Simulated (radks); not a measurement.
Results of a calculation; reference values are marked as such.
Spherical quantum dot in the effective-mass picture: electrons in a parabolic well V = omega^2 r^2 / 2 with omega = 0.732, all in effective atomic units (hartree* = m*/eps^2 hartree, bohr* = eps/m* bohr), one dielectric constant everywhere. Level of theory: non-relativistic Kohn-Sham, PBEsol, spin-polarised, spherical densities (a radial shooting solver with Libxc functionals). Levels are named by radial order and angular momentum (1s, 1p, 1d, 2s, ...), and open shells are averaged over m.

N = 23, configuration 1s2 1p6 1d10 2s2 1f(up 3, down 0). This is the lowest configuration that the search found. Occupied and some empty levels:

| level | occupation | eigenvalue (hartree*) | <r> (bohr*) |
|---|---|---|---|
| 1s up | 1 | 9.2459 | 2.156 |
| 1s down | 1 | 9.2604 | 2.121 |
| 1p up | 3 | 9.5241 | 2.634 |
| 1p down | 3 | 9.5476 | 2.611 |
| 1d up | 5 | 9.8537 | 2.963 |
| 1d down | 5 | 9.8832 | 2.950 |
| 2s up | 1 | 9.9609 | 2.496 |
| 2s down | 1 | 9.9808 | 2.510 |
| 1f up | 3 | 10.228 | 3.221 |
| 1f down | 0 | 10.261 | 3.215 |
| 2p up | 0 | 10.387 | 2.806 |
| 2p down | 0 | 10.407 | 2.813 |
| 1g up | 0 | 10.641 | 3.439 |
| 1g down | 0 | 10.675 | 3.438 |
| 2d up | 0 | 10.838 | 3.093 |
| 2d down | 0 | 10.859 | 3.097 |

Energy (hartree*): total 142.836, kinetic 14.120, external 52.531, Hartree 84.823, exchange-correlation -8.6380.
